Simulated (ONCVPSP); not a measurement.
Cutoff test, carbon (C), ONCV

ONCVPSP 4.0.1 input, shortened (lines: element, Z, core and valence counts, functional; n l f; lmax; l rc ep ncon nbas qcut; lloc lpopt rc5 dvloc0; l nproj debl; icmod fcfact rcfact), PBE, non-relativistic:

```
  C 6.00    1    2        4      upf
    1    0    2.00
    2    0    2.00
    2    1    2.00
    1
    0    0.85    0.00    4    9    7.80
    1    1.70    0.00    4    7   10.20
    0    5    0.85    0.00
    0    0    3.60
    1    3    2.30
    3    3.25    1.30
```

For each optimised wave give the share of its norm inside rc, the residual kinetic energy above qcut (Ha) and the cutoffs (Ha) for errors of 10, 1, 0.1 and 0.01 mHa per electron.

| wave | norm inside rc | residual KE | 10 mHa | 1 mHa | 0.1 mHa | 0.01 mHa |
| --- | --- | --- | --- | --- | --- | --- |
| 2s | 0.122 | 3.7e-04 | 12.5 | 19.8 | 210.7 | 334.6 |
| 2p | 0.551 | 1.9e-09 | 15.8 | 23.0 | 29.2 | 34.5 |
| p projector 2 | 0.144 | 6.4e-09 | 19.4 | 27.5 | 34.3 | 40.0 |
| p projector 3 | 0.152 | 1.9e-07 | 23.6 | 32.2 | 39.2 | 44.9 |

The occupied waves need 23 Ha and 211 Ha for 1 and 0.1 mHa. Its largest configuration-test error is +362 meV.
